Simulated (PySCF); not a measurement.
TiF2I2, SMILES [F][Ti]([F])([I])[I], multiplicity 1.

Geometry: B3LYP-D3(BJ)/def2-SVP. The multiplicity is an assumed one; no other spin state was optimised. The structure was generated by enumeration; whether it is a known compound was not checked. The def2 effective core potentials stand for the cores of I; spin–orbit coupling is left out.

Calculation: PySCF with PBE/def2-TZVP.

Symmetry labels are those of the subgroup C2v that the program uses (full group C2v).

Question: List the valence orbital energies around the gap with their symmetry. (An estimate is asked for; the answer gives what the named calculation found.)

Answer: 
```
orbital  symmetry  energy (eV)
-------  --------  -----------
HOMO−7         B1       -11.03
HOMO−6         B2       -10.55
HOMO−5         A1        -8.63
HOMO−4         B1        -8.23
HOMO−3         A1        -7.75
HOMO−2         B2        -7.35
HOMO−1         A2        -7.20
HOMO           B1        -6.98
LUMO           A1        -4.42
LUMO+1         A2        -4.26
LUMO+2         B1        -3.80
LUMO+3         A1        -3.26
```
